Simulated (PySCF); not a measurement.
Peak assignment

Molfile (atoms numbered from 1):
```
C3H9NO2Si
     RDKit          3D

 16 15  0  0  0  0  0  0  0  0999 V2000
   -1.2125   -1.9637    0.6139 C   0  0  0  0  0  0  0  0  0  0  0  0
   -0.2856   -1.2163    0.9842 N   0  0  0  0  0  0  0  0  0  0  0  0
    0.2298    0.3759    0.5100 Si  0  0  0  0  0  4  0  0  0  0  0  0
    1.6362    0.2852   -0.2729 O   0  0  0  0  0  0  0  0  0  0  0  0
    2.7726   -0.3768    0.1859 C   0  0  0  0  0  0  0  0  0  0  0  0
   -0.6361    1.1584   -0.6130 O   0  0  0  0  0  0  0  0  0  0  0  0
   -1.9323    1.6442   -0.4661 C   0  0  0  0  0  0  0  0  0  0  0  0
   -1.3165   -2.9491    1.0650 H   0  0  0  0  0  0  0  0  0  0  0  0
   -1.9586   -1.7093   -0.1477 H   0  0  0  0  0  0  0  0  0  0  0  0
    0.2981    1.0638    1.7970 H   0  0  0  0  0  0  0  0  0  0  0  0
    3.5003   -0.3971   -0.6258 H   0  0  0  0  0  0  0  0  0  0  0  0
    3.2018    0.1487    1.0421 H   0  0  0  0  0  0  0  0  0  0  0  0
    2.5370   -1.3982    0.4897 H   0  0  0  0  0  0  0  0  0  0  0  0
   -1.9092    2.6719   -0.0941 H   0  0  0  0  0  0  0  0  0  0  0  0
   -2.4165    1.6320   -1.4442 H   0  0  0  0  0  0  0  0  0  0  0  0
   -2.5160    1.0394    0.2321 H   0  0  0  0  0  0  0  0  0  0  0  0
  1  2  2  0
  2  3  1  0
  3  4  1  0
  4  5  1  0
  3  6  1  0
  6  7  1  0
  1  8  1  0
  1  9  1  0
  3 10  1  0
  5 11  1  0
  5 12  1  0
  5 13  1  0
  7 14  1  0
  7 15  1  0
  7 16  1  0
M  END
```

Theoretical values (PySCF 2.14.0 with density-fitted response routines): shielding tensors at PBE0/pcSseg-1 (GIAO), structure optimised with GFN2-xTB. Averaged over atoms made equivalent by symmetry, fast rotation or ring inversion, relativity neglected, isolated molecule, one conformer.

Shifts are taken against calculated references (same method and geometry level): 13C (σ = 186.93 ppm), 1H (σ = 31.72 ppm) against TMS.

**Question.** Assign these signals to the numbered atoms. 13C{1H} NMR (computed): δ 171.9, 51.4.

**Answer.** 
171.9 → C1, C=N carbon
51.4 → C5/C7, methyl carbon bonded to O: the inductive effect lowers its shielding

**Question.** Assign these signals to the numbered atoms. 1H NMR (500 MHz, computed): δ 8.86 (d, 1H), 8.65 (d, 1H), 5.00 (s, 1H), 3.81 (s, 6H).

**Answer.** 
8.86 → H9, hydrogen on a C=N carbon
8.65 → H8, hydrogen on a C=N carbon
5.00 → H10, hydrogen on a silicon bonded to N, 2 O
3.81 → H11/H12/H13/H14/H15/H16, hydrogen on a methyl carbon bonded to O: its carbon carries O, an electronegative neighbour

Shifts are as computed. Against solution values, carbons near 30 ppm lie about +3 ppm off and those near 130 ppm about +5 ppm. Of 1211 compounds with measured shifts, 218 miss one by over three times the rms of a fit or turn the order of signals round; such compounds aren't used in these exercises. Multiplicities follow the n + 1 count of equivalent neighbours, as no J values were calculated; m marks all less simple cases, F and P coupling included.
